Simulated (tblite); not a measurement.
C8H11 (doublet state).
Bonds: C1–C2, C2–C3, C2–C4, C4–C5 (double), C5–C6, C6–C7 (double), C7–C8, C4–C8. Hydrogens: H9, H10, H11 on C1; H12 on C2; H13, H14, H15 on C3; H16 on C5; H17 on C7; H18, H19 on C8.

Computed geometry: GFN2-xTB, gas phase. This method treats the open shell by occupation alone, without spin polarisation.

Task: What internal coordinates does the optimisation give?

Result: 
```csv
bond,length (bohr),order
"C1–C2, C2–C3",2.893,single
C2–C4,2.831,single
C4=C5,2.544,double
C5–C6,2.715,single
C6=C7,2.502,double
C7–C8,2.857,single
C4–C8,2.849,single
C1–H9 and 5 like bonds,2.055,single
C2–H12,2.074,single
C5–H16,2.029,single
C7–H17,2.025,single
"C8–H18, C8–H19",2.063,single
```

Bonds in one row agree within 0.02 bohr and their mean is given. Orders are formal, as drawn. A selection of angles:
```csv
angle,degrees
C1–C2–C3,110.2
C1–C2–C4,112.0
C3–C2–C4,109.8
C2–C4–C5,129.1
C2–C4–C8,121.7
C5–C4–C8,109.2
C4–C5–C6,107.7
C5–C6–C7,113.1
C6–C7–C8,106.8
C4–C8–C7,103.2
```

Dihedral angles: C1–C2–C4–C5 -34° (synclinal); C2–C4–C5–C6 -178° (antiperiplanar); C4–C5–C6–C7 0° (synperiplanar); C5–C6–C7–C8 0° (synperiplanar); C6–C7–C8–C4 0° (synperiplanar); C2–C4–C8–C7 178° (antiperiplanar). The mirror-image conformer, all signs reversed, is as good.

C4 (carbon bonded to 3 C) is planar (angles 129.1°, 121.7° and 109.2°, sum 360.0°, 0.01 Å off the plane of its three neighbours). The C–C distances run from 1.324 Å (C6=C7, drawn double) to 1.534 Å (C2–C3, drawn single), a spread of 0.210 Å. C7 (carbon bonded to 2 C and H) is planar (angles 129.9°, 123.3° and 106.8°, sum 360.0°, 0.00 Å off the plane of its three neighbours). Of the pairs four or more bonds apart, C5···H9 is among the closest relative to their van der Waals radii: 2.90 Å, 100 % of the sum of Bondi's values. C5 (carbon bonded to 2 C and H) is planar (angles 127.9°, 124.4° and 107.7°, sum 360.0°, 0.00 Å off the plane of its three neighbours). The 5-membered ring C4–C5–C6–C7–C8 has internal angles of 103.2° to 113.1°; it is planar, 0.00 Å rms from its mean plane, widest ring torsion 0°.

Point group: C1 (no symmetry element, even within 0.4 Å). Its GFN2-xTB frequencies are all real (lowest 20 cm⁻¹).
